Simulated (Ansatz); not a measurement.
Consider the isomerisation: `B[N](C)[GeH3]` → `CN[BH][GeH3]`.

Isolated molecules relaxed with PBE0-D4/def2-TZVP in Ansatz; ΔE leaves out vibrations. CBS: MP2 limit from def2 TZ/QZ plus the TZ coupled-cluster correction, frozen cores. Functionals use def2-TZVPP. B3LYP here is the variant with VWN-RPA as its local correlation; programs differ in this. For Ge outer-core shells are correlated without core-valence functions, which leaves a few kJ/mol of doubt a bond. Scalar relativity is left out up to krypton. Each species was taken in one conformer, which may not be the lowest.

Is it downhill or uphill in electronic energy at CCSD(T)/CBS, and by how much? (Best estimate.)

Computed: Nearly level: ΔE = +0.6 kcal/mol.

What do these levels give: PBE-D4, r2SCAN-D4, PBE0-D4, ωB97X-V, r2SCAN, PBE0, B3LYP, HF/def2-TZVPP, SCS-MP2/def2-TZVPP, CCSD(T)/def2-TZVPP, HF/def2-QZVPP, HF/CBS(def2)? (Estimate.)

The calculation gave: PBE-D4 -2.4, r2SCAN-D4 -0.7, PBE0-D4 -1.7, ωB97X-V 0.8, r2SCAN -0.8, PBE0 -2.1, B3LYP -0.4, HF/def2-TZVPP 3.5, SCS-MP2/def2-TZVPP 3.5, CCSD(T)/def2-TZVPP 1.6, HF/def2-QZVPP 3.7, HF/CBS(def2) 3.7 kcal/mol.

Largest T1 diagnostic among the species: 0.013.

The D4 term adds +0.7 kcal/mol with B3LYP and +0.4 kcal/mol with PBE0; it sums over pairs of atoms, weighted by their polarisabilities, and B3LYP, whose exchange is more repulsive, gets the larger term. From PBE to PBE0 (25 % exact exchange), in def2-TZVPP and without D4, ΔE moves by +0.8 kcal/mol.
